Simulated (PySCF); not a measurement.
## Spinor energies of As(24+) (arsenic, charge +24)

Start: [He] 2s2 2p5; 2p1/2 filled at m_j = -1/2, +1/2; 2p3/2 filled at m_j = -1/2, +1/2, +3/2. Calculated with PySCF 2.14 in an even-tempered Gaussian basis (18 s from 7.2 bohr⁻², ratio 2.4; 12 p from 9.4 bohr⁻², ratio 2.4; 5 d from 38 bohr⁻², ratio 2.6; 5 f from 58 bohr⁻², ratio 2.6): generalised Hartree-Fock with the X2C-1e Hamiltonian and a Gaussian nucleus; one run each with spin-orbit coupling (SO) switched off, then screened by Boettger's factors.

```json
{"spinor shell": "1s1/2", "electrons": "2", "ε, spin-free (eV)": "-13169.2", "ε, screened SO (eV)": "-13168.0", "weight of nominal j (screened SO)": "1.000", "rms radius, screened SO (bohr)": "0.0523"}
{"spinor shell": "2s1/2", "electrons": "2", "ε, spin-free (eV)": "-2673.7", "ε, screened SO (eV)": "-2673.4", "weight of nominal j (screened SO)": "1.000", "rms radius, screened SO (bohr)": "0.212"}
{"spinor shell": "2p1/2", "electrons": "2", "ε, spin-free (eV)": "-2503.3", "ε, screened SO (eV)": "-2529.2", "weight of nominal j (screened SO)": "0.981", "rms radius, screened SO (bohr)": "0.186"}
{"spinor shell": "2p3/2", "electrons": "3", "ε, spin-free (eV)": "-2503.3", "ε, screened SO (eV)": "-2490.4", "weight of nominal j (screened SO)": "0.987", "rms radius, screened SO (bohr)": "0.189"}
```

```json
{"quantity": "E (hartree)", "spin-free": "-1840.75285", "screened SO": "-1841.29896"}
{"quantity": "M_J", "spin-free": "3/2", "screened SO": "3/2"}
{"quantity": "⟨J²⟩", "spin-free": "3.750", "screened SO": "3.750"}
{"quantity": "⟨L²⟩", "spin-free": "2.000", "screened SO": "2.001"}
{"quantity": "⟨S²⟩", "spin-free": "0.750", "screened SO": "0.751"}
```

Each row is a mean over spinors that exchange with the open shell spreads, by up to 25.435 eV (2s1/2).

Without spin-orbit coupling the j labels of p, d and f shells carry no meaning; the spin-free column gives the mean over the occupied spinors of each nl shell.
